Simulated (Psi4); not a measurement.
C$_{4}$H$_{5}$ (SMILES C=[C]C=C), doublet, geometry from GFN2-xTB; CISD/STO-3G run with Psi4.

The Psi4 input:
```
memory 2 GB

molecule {
0 2
  C     0.84692229    1.66620199   -0.08747240
  C     0.09879661    0.62624235    0.04234718
  C    -0.68909255   -0.45553461    0.18070429
  C    -0.31450294   -1.74723046   -0.10483390
  H     1.47874189    2.03273611    0.71229901
  H     0.89057657    2.24159017   -1.00409682
  H    -1.69512568   -0.27739734    0.54712238
  H     0.67137918   -1.97107091   -0.46990799
  H    -0.99831246   -2.56393367    0.03011240
}

set basis sto-3g
set reference uhf

energy('cisd')
print_variables()
```

The log (banner, timings and long lists left out):

```
Traceback (most recent call last):
  File "psi4", line 375, in <module>
  File "<string>", line 30, in <module>
  File "site-packages/psi4/driver/driver.py", line 461, in energy
  File "site-packages/psi4/driver/task_planner.py", line 255, in task_planner
  File "site-packages/psi4/driver/driver_util.py", line 222, in negotiate_derivative_type
  File "site-packages/psi4/driver/driver_util.py", line 355, in highest_analytic_derivative_available

psi4.driver.p4util.exceptions.MissingMethodError: Method=cisd is not available for any derivative level under conditions CI_TYPE=CONV, REFERENCE=UHF, FREEZE_CORE=FALSE, QC_MODULE=(auto). See https://psicode.org/psi4manual/master/introduction.html#ss-cisd. Or did you mean? ccd ccsd cisdt cisdtq qcisd lccsd ci2 ci3 ci4 ci5 ci6 ci7 ci8 ci9 ci10 ci11 ci12 ci13 ci14 ci15 ci16 ci17 ci18 ci19 ci20 ci21 ci22 ci23 ci24 ci25 ci26 ci27 ci28 ci29 ci30 ci31 ci32 ci33 ci34 ci35 ci36 ci37 ci38 ci39 ci40 ci41 ci42 ci43 ci44 ci45 ci46 ci47 ci48 ci49 ci50 ci51 ci52 ci53 ci54 ci55 ci56 ci57 ci58 ci59 ci60 ci61 ci62 ci63 ci64 ci65 ci66 ci67 ci68 ci69 ci70 ci71 ci72 ci73 ci74 ci75 ci76 ci77 ci78 ci79 ci80 ci81 ci82 ci83 ci84 ci85 ci86 ci87 ci88 ci89 ci90 ci91 ci92 ci93 ci94 ci95 ci96 ci97 ci98

Printing out the relevant lines from the Psithon --> Python processed input file:
      H    -0.99831246   -2.56393367    0.03011240
    """)
    core.IO.set_default_namespace("")
    core.set_global_option("BASIS", "sto-3g")
    core.set_global_option("REFERENCE", "uhf")
--> energy('cisd')
    print_variables()

!----------------------------------------------------------------------------------!
!                                                                                  !
!  Method=cisd is not available for any derivative level under conditions          !
!     CI_TYPE=CONV, REFERENCE=UHF, FREEZE_CORE=FALSE, QC_MODULE=(auto). See        !
!     https://psicode.org/psi4manual/master/introduction.html#ss-cisd. Or did you  !
!     mean? ccd ccsd cisdt cisdtq qcisd lccsd ci2 ci3 ci4 ci5 ci6 ci7 ci8 ci9 ci10 !
!     ci11 ci12 ci13 ci14 ci15 ci16 ci17 ci18 ci19 ci20 ci21 ci22 ci23 ci24 ci25   !
!     ci26 ci27 ci28 ci29 ci30 ci31 ci32 ci33 ci34 ci35 ci36 ci37 ci38 ci39 ci40   !
!     ci41 ci42 ci43 ci44 ci45 ci46 ci47 ci48 ci49 ci50 ci51 ci52 ci53 ci54 ci55   !
!     ci56 ci57 ci58 ci59 ci60 ci61 ci62 ci63 ci64 ci65 ci66 ci67 ci68 ci69 ci70   !
!     ci71 ci72 ci73 ci74 ci75 ci76 ci77 ci78 ci79 ci80 ci81 ci82 ci83 ci84 ci85   !
!     ci86 ci87 ci88 ci89 ci90 ci91 ci92 ci93 ci94 ci95 ci96 ci97 ci98             !
!                                                                                  !
!----------------------------------------------------------------------------------!
```

The program refused the input.
